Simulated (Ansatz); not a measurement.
Species: GeH$_{3}$SeF, charge 0, singlet. GeH3SeF (SMILES F[Se][GeH3]).
B3LYP-D3(BJ)/def2-TZVP minimum from Ansatz (a program for electronic structure):
```
Ge
H 1 1.5340
H 1 1.5340 2 111.22
H 1 1.5369 2 111.46 3 -125.04
Se 1 2.3862 2 109.60 3 121.35
F 5 1.7875 1 95.71 2 -61.16
```

Total energies in hartree (Ansatz). UHF or UKS for unpaired electrons; spin-orbit terms are left out. Cores are frozen in correlated methods (noble-gas shells, and filled d and f shells in the p block). No relativity. Where a partner has so few electrons that a lower coupled-cluster level is exact, that level stands in.

```csv
species,HF/cc-pVTZ,CCSD(T)/cc-pVTZ,HF/cc-pVQZ,CCSD(T)/cc-pVQZ,CCSD(T)/cc-pVDZ,CCSDT(Q)/cc-pVDZ
1: GeH3SeF (SMILES F[Se][GeH3]),-4576.50395,-4577.08329,-4576.52178,-4577.14722,-4576.75766,-4576.75968
2: Se (triplet),-2399.87209,-2399.99441,-2399.87500,-2400.00700,-2399.88510,-2399.88538
3: F (doublet),-99.40552,-99.62036,-99.41377,-99.65026,-99.52757,-99.52776
4: Ge (triplet),-2075.36107,-2075.42794,-2075.36359,-2075.43284,-2075.34866,-2075.34895
5: H (doublet),-0.49981,-0.49981,-0.49995,-0.49995,-0.49928,-0.49928
```

**Question.** Work out the atomisation energy (electronic, to ground-state atoms) in kcal/mol: take Hartree-Fock from cc-pVQZ, extrapolate the CCSD(T) correlation energy as X^-3 (X = 3, 4), and add CCSDT(Q) - CCSD(T) in cc-pVDZ. 1 hartree = 627.51 kcal/mol.

**Answer.** 
Species 1: correlation (64·(-0.62544) - 27·(-0.57934))/37 = -0.65908; step -0.00202; E1 = -4576.52178 + (-0.65908) + (-0.00202) = -4577.18288
Species 2: correlation (64·(-0.13200) - 27·(-0.12232))/37 = -0.13906; step -0.00028; E2 = -2399.87500 + (-0.13906) + (-0.00028) = -2400.01434
Species 3: correlation (64·(-0.23649) - 27·(-0.21484))/37 = -0.25229; step -0.00019; E3 = -99.41377 + (-0.25229) + (-0.00019) = -99.66625
Species 4: correlation (64·(-0.06925) - 27·(-0.06687))/37 = -0.07099; step -0.00029; E4 = -2075.36359 + (-0.07099) + (-0.00029) = -2075.43487
Species 5: correlation (64·(0.00000) - 27·(0.00000))/37 = 0.00000; step +0.00000; E5 = -0.49995 + (0.00000) + (+0.00000) = -0.49995
-1·E1 +1·E2 +1·E3 +1·E4 +3·E5 = 0.56757 hartree = 356.2 kcal/mol.
